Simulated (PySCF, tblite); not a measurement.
Isomers of C5H6F2OSi, one GFN2-xTB conformer each. Single-point energies are computed at PBE0/pcSseg-1 (PySCF, gas phase, no added dispersion term), electronic only.

```json
{"SMILES": "FC(F)OC1=CC=C[SiH2]1", "GFN2-xTB relative energy (kcal/mol)": "116.9"}
{"SMILES": "C#C/C=C/CO[SiH](F)F", "GFN2-xTB relative energy (kcal/mol)": "34.0"}
{"SMILES": "FC(F)OC1=C[SiH2]C=C1", "GFN2-xTB relative energy (kcal/mol)": "115.5"}
{"SMILES": "CC1=CC=CO[Si]1(F)F", "GFN2-xTB relative energy (kcal/mol)": "0.0"}
{"SMILES": "O=C1[SiH2]C[C@@]2(F)C[C@@]12F", "GFN2-xTB relative energy (kcal/mol)": "118.2"}
{"SMILES": "FCC1=C[Si@@H](F)C=CO1", "GFN2-xTB relative energy (kcal/mol)": "72.1"}
{"SMILES": "C#C/C=C(\\O[SiH3])C(F)F", "GFN2-xTB relative energy (kcal/mol)": "104.0"}
```

Conformers: `[F:1][CH:2]([F:3])[O:4][C:5]1=[CH:6][CH:7]=[CH:8][SiH2:9]1` with F1–C2–O4–C5 -167°, C2–O4–C5–C6 -9°; `[CH:1]#[C:2]/[CH:3]=[CH:4]/[CH2:5][O:6][SiH:7]([F:8])[F:9]` with C3–C4–C5–O6 133°, C4–C5–O6–Si7 168°, C5–O6–Si7–F8 -59°; `[F:1][CH:2]([F:3])[O:4][C:5]1=[CH:6][SiH2:7][CH:8]=[CH:9]1` with F1–C2–O4–C5 -166°, C2–O4–C5–C6 -9°; `[O:1]=[C:2]1[SiH2:3][CH2:4][C@@:5]2([F:6])[CH2:7][C@@:8]12[F:9]` with O1–C2–Si3–C4 -159°, C2–Si3–C4–C5 -17°, Si3–C4–C5–F6 157°, C4–C5–C7–C8 105°; `[F:1][CH2:2][C:3]1=[CH:4][Si@@H:5]([F:6])[CH:7]=[CH:8][O:9]1` with F1–C2–C3–C4 3°; `[CH:1]#[C:2]/[CH:3]=[C:4](\[O:5][SiH3:6])[CH:7]([F:8])[F:9]` with C3–C4–O5–Si6 -4°, C3–C4–C7–F8 -59°.

Question: What does PBE0/pcSseg-1 give for the same structures?

Answer: 
```csv
SMILES,PBE0/pcSseg-1 E (Eh),PBE0/pcSseg-1 (kcal/mol),GFN2-xTB (kcal/mol),point group
CC1=CC=CO[Si]1(F)F,-758.02035,0.0,0.0,Cs
C#C/C=C/CO[SiH](F)F,-757.92683,58.7,34.0,C1
FCC1=C[Si@@H](F)C=CO1,-757.89962,75.8,72.1,C1
FC(F)OC1=C[SiH2]C=C1,-757.83188,118.3,115.5,C1
FC(F)OC1=CC=C[SiH2]1,-757.82315,123.7,116.9,C1
O=C1[SiH2]C[C@@]2(F)C[C@@]12F,-757.81292,130.2,118.2,C1
C#C/C=C(\O[SiH3])C(F)F,-757.78852,145.5,104.0,near Cs
```

Both levels put the same isomer lowest; measured from each level's own lowest isomer, the values differ by up to 41.5 kcal/mol (C#C/C=C(\O[SiH3])C(F)F: 104.0 against 145.5). As drawn, the lowest has an Si–F bond and an Si–C bond, which the highest lacks; the highest has a C≡C bond and two fluorines on one carbon, which the lowest lacks.

Question: Which frontier levels, dipoles and rotational constants go with these structures?

Answer: 
| SMILES | HOMO (eV, PBE0/pcSseg-1) | LUMO (eV) | dipole (D) | A, B, C (MHz) |
| --- | --- | --- | --- | --- |
| CC1=CC=CO[Si]1(F)F | -6.84 | -1.41 | 3.32 | 1796, 1462, 993.5 |
| C#C/C=C/CO[SiH](F)F | -7.32 | -1.20 | 2.79 | 4524, 437.4, 418.4 |
| FCC1=C[Si@@H](F)C=CO1 | -7.47 | -0.62 | 2.87 | 2272, 936.5, 701.7 |
| FC(F)OC1=C[SiH2]C=C1 | -7.01 | -1.71 | 2.70 | 3630, 719.7, 632.2 |
| FC(F)OC1=CC=C[SiH2]1 | -6.65 | -1.65 | 2.57 | 3231, 774.5, 659.3 |
| O=C1[SiH2]C[C@@]2(F)C[C@@]12F | -7.10 | -1.60 | 4.16 | 1859, 1468, 958.0 |
| C#C/C=C(\O[SiH3])C(F)F | -6.94 | -1.27 | 2.58 | 1929, 895.0, 690.4 |

Question: What happens when harmonic zero-point energies from GFN2-xTB frequencies are added?

Answer: 
| SMILES | ZPE (kcal/mol) | electronic (kcal/mol) | with ZPE (kcal/mol) |
| --- | --- | --- | --- |
| CC1=CC=CO[Si]1(F)F | 64.3 | 0.0 | 0.0 |
| C#C/C=C/CO[SiH](F)F | 60.5 | 58.7 | 54.9 |
| FCC1=C[Si@@H](F)C=CO1 | 62.0 | 75.8 | 73.6 |
| FC(F)OC1=C[SiH2]C=C1 | 59.9 | 118.3 | 114.0 |
| FC(F)OC1=CC=C[SiH2]1 | 59.9 | 123.7 | 119.4 |
| O=C1[SiH2]C[C@@]2(F)C[C@@]12F | 60.3 | 130.2 | 126.2 |
| C#C/C=C(\O[SiH3])C(F)F | 56.8 | 145.5 | 138.0 |

The zero-point energies span 7.5 kcal/mol. The order is unchanged.
